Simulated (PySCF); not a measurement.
Orbital energies and ionisation energy

Species: C2H7ClSi2.
Atom-mapped SMILES: `[Cl:1][CH:2]1[SiH2:3][CH2:4][SiH2:5]1` (hydrogens: H6 on C2; H7, H8 on Si3; H9, H10 on C4; H11, H12 on Si5)

Cartesian coordinates in Å at the PBE0-D3(BJ)/def2-SVP level; atoms count from 1:
```xyz
12
C2H7ClSi2 angstrom
Cl     1.5994   -2.4056    0.3024
C      0.8664   -0.9226   -0.3498
Si     0.9161    0.7119    0.6433
C     -0.8188    1.1281   -0.0207
Si    -1.0346   -0.7212   -0.4145
H      1.2855   -0.7456   -1.3556
H      0.8932    0.4407    2.1100
H      2.0257    1.6587    0.3161
H     -0.7736    1.7414   -0.9356
H     -1.5327    1.5887    0.6766
H     -1.7036   -1.0838   -1.7012
H     -1.6772   -1.4535    0.7152
```

Level: CAM-B3LYP/def2-SVPD (PySCF). Frontier orbitals with their largest atomic shares (Löwdin; up to four atoms above 4 %):

| orbital | ε (eV) | main atoms |
| --- | --- | --- |
| HOMO−3 | -10.93 | Si5 17 %, Si3 16 %, H12 14 %, H7 13 % |
| HOMO−2 | -9.79 | C4 42 %, Si5 16 %, Si3 16 %, H8 5 % |
| HOMO−1 | -9.50 | Cl1 61 %, C2 17 %, C4 7 %, H6 6 % |
| HOMO | -8.81 | ? |
| LUMO | 0.57 | Si3 17 %, Si5 17 %, C4 13 %, C2 10 % |
| LUMO+1 | 0.92 | Cl1 18 %, Si5 18 %, Si3 18 %, C2 9 % |
| LUMO+2 | 1.02 | Cl1 19 %, Si3 16 %, Si5 16 %, C2 14 % |

What vertical ionisation energy does ΔSCF give, and how far is −ε(HOMO) from it?

ΔSCF: 9.58 eV (924 kJ/mol; threshold wavelength 129 nm); ⟨S²⟩ of the doublet left behind is 0.755, against 0.75 for a pure doublet. −ε(HOMO) is 8.81 eV, 0.77 eV below it. In exact Kohn–Sham theory the two would be equal; CAM-B3LYP (range-separated hybrid) falls short of its own ΔSCF value by 8 %. Holes in the HOMO−1 and HOMO−2 were tried too where these lie within 1.2 eV of the HOMO; the lowest converged state counts.

On which atoms does the HOMO lie?

Cl1 (alkyl chlorine) 43 %, C2 (sp3 C–Cl carbon) 28 %, Si3 (SiH2 silicon) 10 %, Si5 (SiH2 silicon) 10 %. The HOMO−1 lies 0.69 eV lower.

What total energies stand behind the ΔSCF value?

E(N) = -1119.19700 Eh and E(N − 1) = -1118.84491 Eh at the same geometry, 0.35209 Eh apart.

Shift the occupied levels rigidly so that −ε(HOMO) equals the ΔSCF value. What binding energies result?

The shift is +0.77 eV: HOMO 9.58, HOMO−1 10.27, HOMO−2 10.56, HOMO−3 11.70 eV. A rigid shift is only a rough guide to the deeper ionisations.

What kinetic energy would electrons from this vertical process carry with He I light (21.218 eV)?

21.22 − 9.58 = 11.64 eV.

Geometry: PBE0-D3(BJ)/def2-SVP, one conformer, isolated molecule.
